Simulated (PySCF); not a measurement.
Job file and geometry (Å, from GFN2-xTB) of an NMR shielding run on `InChI=1S/C4H12Si/c1-5(2,3)4/h1-4H3`, PySCF 2.14.0, density-fitted response routines, GIAO PBE0/pcSseg-1 NMR shielding, non-relativistic, gas phase; density fitting, a coarse starting grid and PySCF grid level 2 are the driver's defaults:

```
{"job": {"kind": "nmr", "xc": "PBE0", "basis": "pcSseg-1"}, "charge": 0, "multiplicity": 1}
C     -0.406572    -1.213421    -1.419378
Si    -0.001168    -0.000673    -0.001754
C      0.008130     1.785545    -0.675355
C     -1.319794    -0.154927     1.370252
C      1.716091    -0.415535     0.721562
H     -1.379676    -1.003559    -1.853159
H     -0.418731    -2.241638    -1.070248
H      0.327027    -1.147965    -2.217335
H      0.242457     2.501867     0.106393
H     -0.958122     2.057909    -1.089187
H      0.746490     1.907664    -1.462097
H     -2.312057     0.075313     0.994143
H     -1.350945    -1.160472     1.779082
H     -1.116988     0.525824     2.191677
H      1.746276    -1.426357     1.117085
H      2.493128    -0.336762    -0.032799
H      1.977455     0.259220     1.531210
```

**Question.** What does the program print?

**Answer.** 
```
coarse grid: 13408 points
cycle   1  E = -448.7144861779  dE =  9.020e-03  |g| = 5.771e-01  |ddm| = 3.416e+00
cycle   2  E = -448.7008393897  dE =  1.365e-02  |g| = 6.194e-01  |ddm| = 9.305e-01
cycle   3  E = -448.8002916425  dE = -9.945e-02  |g| = 1.094e-02  |ddm| = 4.975e-01
cycle   4  E = -448.8003137456  dE = -2.210e-05  |g| = 7.808e-03  |ddm| = 2.600e-02
cycle   5  E = -448.8003297626  dE = -1.602e-05  |g| = 1.876e-04  |ddm| = 9.704e-03
cycle   6  E = -448.8003297757  dE = -1.303e-08  |g| = 5.231e-05  |ddm| = 4.841e-04
final grid: 121224 points
cycle   7  E = -448.8294145090  dE = -2.576e-05  |g| = 8.529e-03  |ddm| = 2.030e-02
cycle   8  E = -448.8294108938  dE =  3.615e-06  |g| = 9.383e-03  |ddm| = 1.383e-02
cycle   9  E = -448.8294331101  dE = -2.222e-05  |g| = 1.770e-04  |ddm| = 7.027e-03
cycle  10  E = -448.8294331125  dE = -2.369e-09  |g| = 3.121e-05  |ddm| = 1.229e-04
cycle  11  E = -448.8294331127  dE = -1.460e-10  |g| = 1.190e-05  |ddm| = 4.406e-05
converged SCF energy = -448.8294331127

GIAO shielding tensors (ppm)
atom      isotropic    diamagn.    paramagn.     s11        s22        s33       span
  0 C      186.952     254.605     -67.653    183.877    183.961    193.018      9.141
  1 Si     349.158     880.601    -531.443    348.841    349.138    349.494      0.653
  2 C      186.915     254.617     -67.702    183.813    183.922    193.010      9.198
  3 C      186.918     254.602     -67.684    183.841    183.888    193.026      9.185
  4 C      186.916     254.609     -67.692    183.802    183.923    193.024      9.221
  5 H       31.715      31.640       0.075     27.444     29.105     38.595     11.152
  6 H       31.712      31.636       0.076     27.438     29.097     38.600     11.162
  7 H       31.716      31.645       0.071     27.448     29.109     38.592     11.144
  8 H       31.719      31.659       0.060     27.451     29.112     38.594     11.144
  9 H       31.717      31.650       0.067     27.452     29.103     38.596     11.144
 10 H       31.719      31.655       0.064     27.452     29.109     38.597     11.144
 11 H       31.719      31.649       0.071     27.450     29.103     38.606     11.156
 12 H       31.715      31.646       0.069     27.446     29.099     38.599     11.153
 13 H       31.716      31.657       0.060     27.453     29.114     38.583     11.130
 14 H       31.717      31.653       0.064     27.452     29.101     38.598     11.145
 15 H       31.719      31.653       0.066     27.449     29.106     38.601     11.152
 16 H       31.720      31.663       0.058     27.455     29.115     38.592     11.137
```

Size and cost of the density-fitted run: 152 basis functions, of the order of 15 core-seconds.
